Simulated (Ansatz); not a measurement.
All values below come from frozen-core CCSD(T)/cc-pVTZ // B3LYP-D3(BJ)/def2-TZVP run with Ansatz (a quantum-chemistry and plane-wave program).

Ansatz 0.2 input:
```yaml
crystal:
  periodic: [false, false, false]
  atoms:
    - { symbol: O, position_ang: [-1.304413, 1.477634, 0.161139] }
    - { symbol: B, position_ang: [-0.852309, 0.198538, 0.02128] }
    - { symbol: O, position_ang: [-1.831996, -0.746572, -0.066539] }
    - { symbol: Si, position_ang: [1.138251, -0.261827, -0.031816] }
    - { symbol: H, position_ang: [-0.610374, 2.139316, 0.210128] }
    - { symbol: H, position_ang: [-1.515235, -1.645905, -0.177525] }
    - { symbol: H, position_ang: [1.44289, -1.220025, -1.126061] }
    - { symbol: H, position_ang: [1.967542, 0.955233, -0.232801] }
    - { symbol: H, position_ang: [1.565642, -0.896392, 1.242194] }
basis:
  gaussian: { orbitals: cc-pVTZ }
correlation:
  method: ccsd_t
```

Output:

```
Functional definition: HF
1139 factors; integrals over basis functions are off by at most 1.2e-3 eV
mean field evaluation 1: about -12687.7875 eV, gradient 4.6e1 eV
mean field evaluation 2: about -12687.9752 eV, gradient 4.6e1 eV
mean field evaluation 4: about -12692.2132 eV, gradient 3.4e0 eV
mean field evaluation 8: about -12692.2748 eV, gradient 1.6e-1 eV
mean field evaluation 16: about -12690.6124 eV, gradient 3.0e1 eV
mean field -12692.27495361 eV, -466.4325014123 hartree, gradient 3.4e-6 eV, S^2 0.000000; 0 other end points of the search recorded, 0 dependent functions left out
8 core orbitals not correlated
reference -12692.27495361 eV, -466.4325014123 hartree; 12, 12 occupied and 174, 174 virtual orbitals, 1139 factors
second order -19.30682342 eV of doubles, -0.00000000 eV of singles
cycle   1  -19.59624478 eV  change   -2.9e-1 eV  update   9.9e-2
cycle   2  -20.08507503 eV  change   -4.9e-1 eV  update   3.0e-2
cycle   3  -20.20176422 eV  change   -1.2e-1 eV  update   1.6e-2
cycle   4  -20.18431011 eV  change    1.7e-2 eV  update   4.1e-3
cycle   5  -20.18365206 eV  change    6.6e-4 eV  update   1.8e-3
cycle   6  -20.18420175 eV  change   -5.5e-4 eV  update   4.8e-4
cycle   7  -20.18379606 eV  change    4.1e-4 eV  update   1.6e-4
cycle   8  -20.18373220 eV  change    6.4e-5 eV  update   4.7e-5
cycle   9  -20.18375477 eV  change   -2.3e-5 eV  update   1.8e-5
perturbative correction -0.72996018 eV, -0.0268255417 hartree
Total energy: -12713.18866856 eV, -467.2010662609 hartree
```

Cost: roughly 100 core-seconds.
